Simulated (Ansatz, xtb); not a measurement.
Relative energy of two structures of C2H3Be

We compare a, a doublet given by its coordinates, with b, `[BeH][C]=C`, a doublet. Both are isolated molecules in the gas phase, relaxed with r2SCAN-D4/def2-SVP.

a (Å):

```yaml
atoms:
  - { symbol: C, position_ang: [-0.9809, -0.7270, -0.3132] }
  - { symbol: C, position_ang: [-1.6519, 0.2832, -0.7265] }
  - { symbol: Be, position_ang: [0.0733, 0.4644, -1.0968] }
  - { symbol: H, position_ang: [-0.9767, -1.7003, 0.1867] }
  - { symbol: H, position_ang: [1.1964, 1.0202, -1.5638] }
  - { symbol: H, position_ang: [-2.6223, 0.7786, -0.8275] }
```

Close contacts (Å): C1–C2 1.28, C1–Be3 1.77, C2–Be3 1.77, C1–H4 1.09, C2–H6 1.09, Be3–H5 1.34.

b (Å):

| atom | x (Å) | y (Å) | z (Å) |
| --- | --- | --- | --- |
| C | 0.0674 | -0.2881 | 0.1732 |
| C | -0.0839 | 1.0088 | 0.3279 |
| Be | 0.2547 | -1.8944 | -0.0182 |
| H | -0.1754 | 1.7000 | -0.5274 |
| H | -0.1286 | 1.4849 | 1.3224 |
| H | 0.4081 | -3.2089 | -0.1748 |

Q: Estimate which is lower in electronic energy at CCSD(T)/def2-TZVP, and by roughly how much.

A: The CCSD(T)/def2-TZVP calculation puts structure b lower, by 25.6 kJ/mol.

How the difference moves with the method:

```json
{"level": "GFN2-xTB", "geometry": "GFN2-xTB", "E(b) − E(a) (kJ/mol)": "+0.6", "departure from the last row (kJ/mol)": "+26.3", "job, with rough time for the two": "optimisation, 0.29 s"}
{"level": "HF/STO-3G", "geometry": "GFN2-xTB", "E(b) − E(a) (kJ/mol)": "−80.5", "departure from the last row (kJ/mol)": "−54.9", "job, with rough time for the two": "single point, 0.18 s"}
{"level": "r2SCAN-D4/def2-SVP//GFN2-xTB", "geometry": "GFN2-xTB", "E(b) − E(a) (kJ/mol)": "−37.5", "departure from the last row (kJ/mol)": "−11.9", "job, with rough time for the two": "single point, 3.8 s"}
{"level": "r2SCAN-D4/def2-SVP", "geometry": "r2SCAN-D4/def2-SVP", "E(b) − E(a) (kJ/mol)": "−30.7", "departure from the last row (kJ/mol)": "−5.1", "job, with rough time for the two": "optimisation, 41 s"}
{"level": "HF/def2-TZVP", "geometry": "r2SCAN-D4/def2-SVP", "E(b) − E(a) (kJ/mol)": "−74.2", "departure from the last row (kJ/mol)": "−48.6", "job, with rough time for the two": "part of the CCSD(T) run"}
{"level": "MP2/def2-TZVP", "geometry": "r2SCAN-D4/def2-SVP", "E(b) − E(a) (kJ/mol)": "+11.5", "departure from the last row (kJ/mol)": "+37.1", "job, with rough time for the two": "part of the CCSD(T) run"}
{"level": "CCSD(T)/def2-TZVP", "geometry": "r2SCAN-D4/def2-SVP", "E(b) − E(a) (kJ/mol)": "−25.6", "departure from the last row (kJ/mol)": "", "job, with rough time for the two": "single point, 34 s"}
```

MP2/def2-TZVP puts the two in the other order. GFN2-xTB finds them nearly level. The largest departure from CCSD(T)/def2-TZVP is that of HF/STO-3G, 54.9 kJ/mol.

With harmonic frequencies from r2SCAN-D4/def2-SVP (ideal gas, rigid rotor, one conformer each, 298.15 K, 1 atm): on the last row, ΔE + ΔZPE = −23.1, ΔH = −22.8, ΔG = −22.6 kJ/mol.

Open shells are spin-unrestricted, with notable spin contamination under HF/STO-3G, HF/def2-TZVP, MP2/def2-TZVP, CCSD(T)/def2-TZVP. The correlated steps freeze 2 core orbitals; the last core shell of Be is correlated, in a basis made for valence electrons. Run with Ansatz 0.2.0, xtb 6.7.1; the last row on 1 thread of Arm Neoverse V2 on a shared host.
